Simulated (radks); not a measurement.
Problem. The mean radii <r> (bohr) of the occupied orbitals of an atom or ion are listed with their occupations. Calculated with a radial shooting solver on a logarithmic mesh with Libxc functionals: non-relativistic Kohn-Sham, BLYP, spin-polarised, spherical densities, point nucleus.

| orbital | occ. | <r> |
|---|---|---|
| 1s | 2 | 0.09072 |
| 2s | 2 | 0.3875 |

Name the element and its charge. Open shells, if any, are filled with parallel spins first.

Solution. Z = 17, chlorine, charge +13: Cl13+ in [He] 2s2. The 1s radius gives Z: for a bare nucleus <r> = 1.5/Z, 0.08824 bohr for Z = 17, and screening makes it slightly larger (0.09072 here). The occupations add up to 4, and the charge is Z minus that.
